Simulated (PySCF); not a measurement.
C6H7FN (doublet state).
Z-matrix (Å and degrees, GFN2-xTB geometry), rows numbered from 1:
```
C 
C   1  1.4848
C   2  1.3738  1  124.71
C   3  1.4169  2  131.31  1    -0.05
C   4  1.3875  3  106.53  2  -179.98
F   5  1.3436  4  125.69  3   179.98
C   5  1.3805  4  109.75  3     0.04
N   7  1.3612  5  106.74  4    -0.02
H   1  1.0921  2  110.56  3  -120.99
H   1  1.0921  2  110.52  3   120.73
H   1  1.0849  2  111.28  3    -0.12
H   2  1.0807  1  116.93  3  -179.93
H   4  1.0695  3  127.00  2     0.09
H   7  1.0703  5  130.34  4  -179.98
H   8  1.0053  3  124.21  2    -0.18
```

The hyperfine couplings belong to this conformer and change with its torsions.

As a line formula: `C[CH]c1cc(F)c[nH]1` [radical].

Method used: UKS B3LYP, pcH-1 on C F H N, non-relativistic, mean-field spin-orbit, GIAO (PySCF). The structure is a single GFN2-xTB conformer in the gas phase; no vibrational or solvent corrections. A GFN2-xTB geometry isn't a minimum of the functional, and hyperfine couplings can be far from their values at a DFT geometry. The SCF solution wasn't tested for stability.

The largest Mulliken spin populations are on C2 (+0.67), C7 (+0.29), C4 (+0.28) and C3 (-0.17). Three atoms exceed +0.15. The angles at C2 add up to 360.0°, so it is planar; its axial dipolar tensor and the negative coupling of its proton fit spin in a p orbital normal to that plane.

**Question.** McConnell's relation a(H) = Q·ρ ties the coupling of a proton on a planar π carbon to the spin population of that carbon. What Q do the computed values give?

**Answer.** 
| H | C | ρ(C) | a(H) (G) | a/ρ (G) |
| --- | --- | --- | --- | --- |
| H12 | C2 | +0.671 | -14.70 | -21.9 |
| H13 | C4 | +0.278 | -6.65 | -23.9 |
| H14 | C7 | +0.294 | -7.72 | -26.2 |

A least-squares line through the origin gives Q = -22.8 G with Mulliken populations.

**Question.** Leave H14 and its like out of the fit. How well does the relation then predict its coupling?

**Answer.** The other protons give Q = -22.2 G, so a = -22.2 × 0.294 ≈ -6.54 G, against the computed -7.72 G.

**Question.** List the C–H protons on four-coordinate carbons next to a three-coordinate spin centre, with their couplings and θ (C–H bond against the normal to the plane of the centre's neighbours, projected along the bond that joins the two).

**Answer.** 
| β H | on | centre | θ (°) | cos²θ | a (G) |
| --- | --- | --- | --- | --- | --- |
| H9 | C1 | C2 | 31 | 0.74 | +24.45 |
| H10 | C1 | C2 | 31 | 0.74 | +24.54 |
| H11 | C1 | C2 | 90 | 0.00 | +0.68 |

Fitting the Heller–McConnell form a = ρ(B0 + B2 cos²θ), with Mulliken ρ = 0.67, gives B0 = 1.0 G and B2 = 48.2 G; with only two distinct angles the two parameters are fixed exactly. By this fit the coupling would be 33.0 G at θ = 0° and 0.7 G at 90°.

**Question.** What would the freely rotating methyl group on C1 show?

**Answer.** Three equal couplings, a 1:3:3:1 quartet. The mean of the three values of this geometry estimates the splitting: 16.6 G, or 46.4 MHz (three bonds 120° apart have a mean cos²θ of 1/2 at any torsion).

Couplings in gauss use g_iso = 2.0026.
